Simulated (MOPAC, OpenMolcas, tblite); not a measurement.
## A ladder of methods for GeSiH4F (SMILES F[SiH][GeH3])

GeSiH4F has 7 atoms, charge 0, and is taken as a doublet. SMILES: `F[SiH][GeH3]`. Geometry: relaxed at PBE0-D4/def2-TZVP.

Quantity: the dipole moment, in D. The values are calculated.

| level | kind | program | value (D) | CPU time |
| --- | --- | --- | --- | --- |
| AM1 | semi-empirical | MOPAC | 1.98 | under 2 s |
| IPEA1-xTB | semi-empirical | tblite | 1.21 | under 2 s |
| UHF/def2-SVPD | Hartree–Fock | OpenMolcas | 1.44 | 33 s |
| USVWN5/def2-SVPD | LDA | OpenMolcas | 1.26 | 62 s |
| UBLYP/def2-SVPD | GGA | OpenMolcas | 1.18 | 98 s |
| UM06-L/def2-SVPD | meta-GGA | OpenMolcas | 1.31 | 1.9 min |
| UPBE0/def2-SVPD | global hybrid | OpenMolcas | 1.30 | 90 s |

All-electron rows without a relativistic Hamiltonian named are non-relativistic. The values span 1.18 to 1.98 D. Magnitudes only. CPU times are rough (shared hosts, several kinds of processor): they show what a rung costs within a factor of a few.
